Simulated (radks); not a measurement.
All-electron atom: Ar+ in [Ne] 3s2 3p5 (the NIST ground configuration). Method: non-relativistic Kohn-Sham, r2SCAN, spin-polarised, spherical densities, point nucleus; open shells are filled with parallel spins first; meta-GGA in the generalised Kohn-Sham scheme; computed with a radial shooting solver on a logarithmic mesh with Libxc functionals.

Radial electron density D(r) = 4 pi r^2 rho(r):

```
   r/bohr * D(r) (the largest magnitude, 21.1, reaches the edge; | marks zero)
 0.005747 |  *
 0.006479 |   *
 0.007306 |    *
 0.008237 |     *
 0.009287 |       *
  0.01047 |        *
  0.01181 |          *
  0.01331 |             *
  0.01501 |                *
  0.01692 |                   *
  0.01908 |                      *
  0.02151 |                          *
  0.02426 |                              *
  0.02735 |                                  *
  0.03083 |                                       *
  0.03477 |                                           *
   0.0392 |                                               *
   0.0442 |                                                  *
  0.04983 |                                                    *
  0.05618 |                                                     *
  0.06335 |                                                     *
  0.07142 |                                                    *
  0.08053 |                                                 *
   0.0908 |                                              *
   0.1024 |                                          *
   0.1154 |                                       *
   0.1301 |                                     *
   0.1467 |                                     *
   0.1654 |                                      *
   0.1865 |                                          *
   0.2103 |                                              *
   0.2371 |                                                  *
   0.2674 |                                                     *
   0.3015 |                                                      *
   0.3399 |                                                    *
   0.3832 |                                              *
   0.4321 |                                       *
   0.4872 |                              *
   0.5493 |                      *
   0.6193 |                *
   0.6983 |            *
   0.7873 |          *
   0.8877 |           *
    1.001 |            *
    1.128 |             *
    1.272 |             *
    1.435 |            *
    1.617 |          *
    1.824 |       *
    2.056 |     *
    2.318 |   *
    2.614 | *
    2.947 |*
    3.323 *
    3.747 *
    4.224 *
    4.763 *
     5.37 *
```

D(r) has 3 maxima, at r = 0.0589, 0.292, 1.20 bohr, and minima at 0.141, 0.800 bohr, inside which lie 2.16, 10.34 electrons.
